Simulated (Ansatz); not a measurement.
Job for Ansatz (an electronic-structure program): U-wB97M-V/def2-TZVPP on CH2I (SMILES [CH2]I), 2S+1 = 2, atoms moved off the minimum. Elements past Kr take the def2 small-core potentials; no spin–orbit coupling.

Ansatz 0.2 input:
```yaml
crystal:
  periodic: [false, false, false]
  atoms:
    - {symbol: C, position_ang: [-1.72541402, 0.01977883, -0.00999911]}
    - {symbol: I, position_ang: [0.27644407, -0.00809460, 0.01983166]}
    - {symbol: H, position_ang: [-2.25099958, 0.95099544, 0.00716717]}
    - {symbol: H, position_ang: [-2.29190564, -0.92852445, 0.04206962]}
basis:
  gaussian:
    orbitals: def2-TZVPP
hamiltonian:
  xc: {name: wB97M-V}
magnetization: {spin_polarized: true, initial_magnetization: 1}
output: {forces: true}
```

The head of its log:

```
WARN ansatz: RAYON_NUM_THREADS=1 ignored (pool sized by the plan → 1); use --threads N
Functional definition: wB97M-V
integrals: 0.04 GiB planned
687 factors; their error is unknown
integrals: 0.07 GiB planned
154 factors; integrals over basis functions are off by at most 7.2e-5 eV
mean field: 0.56 GiB planned
mean field evaluation 1: about -9165.9350 eV, gradient 1.9e1 eV
mean field evaluation 2: about -9166.1694 eV, gradient 1.8e1 eV
```

Question: Give the final energy of this run.

Answer: -336.9181 hartree.
